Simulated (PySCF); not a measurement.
C4H7ClOS.
Atom-mapped SMILES: `[CH3:1]/[CH:2]=[C:3](\[Cl:4])[S@:5]([CH3:6])=[O:7]` (hydrogens: H8, H9, H10 on C1; H11 on C2; H12, H13, H14 on C6)

Computed with PySCF at CAM-B3LYP/def2-SVPD, non-relativistic, on one gas-phase PBE0-D3(BJ)/def2-SVP geometry that isn't relaxed in the solvent. The solvent is an IEF-PCM continuum (van der Waals radii × 1.2). The model holds no explicit solvent molecules, cavitation or dispersion.

Gas phase at CAM-B3LYP/def2-SVPD: HOMO -8.35 eV, LUMO 0.46 eV, dipole 2.81 D.

Problem. What does the continuum do to the energy, the frontier levels and the dipole at CAM-B3LYP/def2-SVPD in benzene and tetrahydrofuran?

Solution. 
| solvent | ε | E(solvent) − E(gas) (kcal/mol) | polarisation term (kcal/mol) | distortion of the solute (kcal/mol) | HOMO (eV) | LUMO (eV) | dipole (D) |
| --- | --- | --- | --- | --- | --- | --- | --- |
| benzene | 2.271 | -3.34 | -3.63 | 0.29 | -8.38 | 0.55 | 3.24 |
| tetrahydrofuran | 7.426 | -6.03 | -7.00 | 0.97 | -8.42 | 0.60 | 3.63 |

The first energy column is the sum of the next two and covers electrostatics alone. From benzene to tetrahydrofuran the lowering changes by a factor 1.81, Onsager's factor (ε − 1)/(2ε + 1) by 1.77 and ε itself by 3.3.

Problem. Which radius a makes the point-dipole formula ΔE = −[(ε − 1)/(2ε + 1)]·μ²/a³ give the value in tetrahydrofuran, with the gas-phase dipole?

Solution. μ = 1.107 au and |ΔE| = 0.00961 Eh give a = 1.97 Å; the farthest nucleus lies 3.49 Å from the centroid of the nuclei, so such a sphere wouldn't even hold the nuclei. The formula assumes a rigid point dipole at the centre of a sphere.

Problem. How does the static polarisability (CAM-B3LYP/def2-SVPD, frozen core, with the continuum's full static response) change?

Solution. 
```csv
medium,isotropic (au),principal values (au),⟨r²⟩ of the electrons (bohr²)
gas,89.4,"68.6, 92.3, 107.4",1199.8
benzene,102.5,"78.2, 107.0, 122.5",1199.6
tetrahydrofuran,115.6,"89.3, 121.0, 136.5",1199.5
```

The isotropic value in tetrahydrofuran is 1.29 times the gas-phase one; no cavity-field correction is applied. ⟨r²⟩ is taken about the centre of nuclear charge.

Shape of the structure used: `[CH3:1]/[CH:2]=[C:3](\[Cl:4])[S@:5]([CH3:6])=[O:7]`: C2–C3–S5–C6 115°.
